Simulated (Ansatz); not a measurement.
One change: `[BH2][GeH2][SiH2][SiH3]` becomes `[F][GeH2][SiH2][SiH3]`.

Ansatz, PBE0-D4/def2-TZVP geometries, multiplicity 1. Each molecule was computed in one conformer, which needn't be the lowest.

Scalar relativity is left out up to krypton.

```json
{"property": "HOMO–LUMO gap (ωB97M-V/def2-TZVPP) / eV", "`[BH2][GeH2][SiH2][SiH3]`": "9.14"}
{"property": "HOMO energy (B3LYP/def2-TZVPP) / eV", "`[BH2][GeH2][SiH2][SiH3]`": "-7.54"}
{"property": "HOMO energy (PBE0/def2-TZVPP) / eV", "`[BH2][GeH2][SiH2][SiH3]`": "-7.75"}
{"property": "size of the dipole moment (PBE/def2-TZVPP) / D", "`[BH2][GeH2][SiH2][SiH3]`": "0.04"}
{"property": "HOMO–LUMO gap (B3LYP/def2-TZVPP) / eV", "`[BH2][GeH2][SiH2][SiH3]`": "4.91"}
{"property": "size of the dipole moment (ωB97M-V/def2-TZVPP) / D", "`[BH2][GeH2][SiH2][SiH3]`": "0.23"}
```

(1) What does the change do to each property? (An estimate is asked.)

Results:

(1) The calculation gave: 
```json
{"property": "HOMO–LUMO gap (ωB97M-V/def2-TZVPP) / eV", "`[F][GeH2][SiH2][SiH3]`": "11.07", "shift": "1.93"}
{"property": "HOMO energy (B3LYP/def2-TZVPP) / eV", "`[F][GeH2][SiH2][SiH3]`": "-7.93", "shift": "-0.39"}
{"property": "HOMO energy (PBE0/def2-TZVPP) / eV", "`[F][GeH2][SiH2][SiH3]`": "-8.13", "shift": "-0.38"}
{"property": "size of the dipole moment (PBE/def2-TZVPP) / D", "`[F][GeH2][SiH2][SiH3]`": "1.93", "shift": "1.89"}
{"property": "HOMO–LUMO gap (B3LYP/def2-TZVPP) / eV", "`[F][GeH2][SiH2][SiH3]`": "6.94", "shift": "2.03"}
{"property": "size of the dipole moment (ωB97M-V/def2-TZVPP) / D", "`[F][GeH2][SiH2][SiH3]`": "2.10", "shift": "1.87"}
```

With PBE0 the HOMO falls by 0.38 eV and the LUMO rises by 1.64 eV, so the gap widens by about 2.02 eV. PBE moves the HOMO by -0.26 eV and ωB97M-V by -0.42 eV. Dipoles are sizes alone; their direction can turn.

B3LYP here is the variant with VWN-RPA as its local correlation; programs differ in this.
